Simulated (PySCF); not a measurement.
Method: PBE-D3(BJ)/def2-TZVP // TPSS-D3(BJ)/def2-SVP (PySCF). Gas-phase values, no solvent. One relaxed conformer stands for a flexible species; it need not be the lowest. 

Reference species: [Mo(Cl)6] (neutral, multiplicity 1).

```json
{
 "HOMO–LUMO gap": "1.55 eV",
 "coordination_number": "6",
 "charge on the central atom (Mulliken)": "0.69 e",
 "HOMO": "-7.84 eV"
}
```

Changed species: [Mo(NH2)6] (6 of 6 Cl replaced by NH2; the reference has 0 of 6 Cl replaced by NH2).

### Question
What does the change do to the HOMO–LUMO gap, coordination number, charge on the central atom (Mulliken) and HOMO?

### Answer
the HOMO–LUMO gap increases by 0.91 eV, to 2.46 eV; the coordination number stays essentially unchanged; the charge on the central atom (Mulliken) rises by 0.95 e, to 1.64 e; the HOMO increases by 2.93 eV, to -4.91 eV.
